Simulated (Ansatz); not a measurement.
Total energies of `CC(F)[O][AlH2]`.

Z-matrix (Å, degrees):
```
C
C 1 1.505
H 1 1.091 2 110.3
H 1 1.091 2 109.6 3 120.2
H 1 1.092 2 109.6 3 -120.2
F 2 1.395 1 108.2 3 59.1
O 2 1.361 1 112.4 3 -179.8
H 2 1.097 1 111.7 3 -56.4
Al 7 1.700 2 136.4 1 -111.9
H 9 1.577 7 113.0 2 -176.9
H 9 1.576 7 122.3 2 4.1
```

Total charge 0; spin multiplicity 1. The structure was optimised at the PBE0-D4/def2-TZVP level. It is one conformer, not always the lowest. Basis def2-TZVPP, Ansatz.

RPA on PBE orbitals: Hartree–Fock energy of these orbitals -495.55040 Eh, correlation -1.47198 Eh (frozen core).

```csv
functional,energy without D4 (Eh),D4 term (kJ/mol)
LDA (SPW92),-494.49521,–
revPBE,-497.33305,-60.0
BLYP,-497.41529,-40.5
r2SCAN,-497.32142,-4.6
PBE0,-497.08523,-15.3
B3LYP,-497.50766,-29.1
r2SCANh,-497.30637,-4.8
r2SCAN0,-497.28504,-5.3
HSE06 (plane-wave form),-497.06672,-14.2
BHLYP,-497.35735,-21.2
LC-ωPBE,-497.24837,–
ωB97X-V,-497.35687,–
ωB97M-V,-497.36793,–
B2PLYP,-497.18463,–
```

(1) Give the same for PBE, B97M-V, CAM-B3LYP, PBE-QIDH. (Estimate.)

B3LYP takes the VWN-RPA correlation (the form of Gaussian; ORCA's B3LYP/G). HSE06 is the plane-wave form, built on full-range PBE exchange. The double hybrids freeze the cores in their second-order part.

## Answers

(1) The calculation gave: 
```tsv
functional	energy without D4 (Eh)	D4 term (kJ/mol)
PBE	-497.04860	-18.2
B97M-V	-497.36646	–
CAM-B3LYP	-497.39538	-15.4
PBE-QIDH	-496.96647	–
```

LC-ωPBE has ω = 0.4 bohr⁻¹.
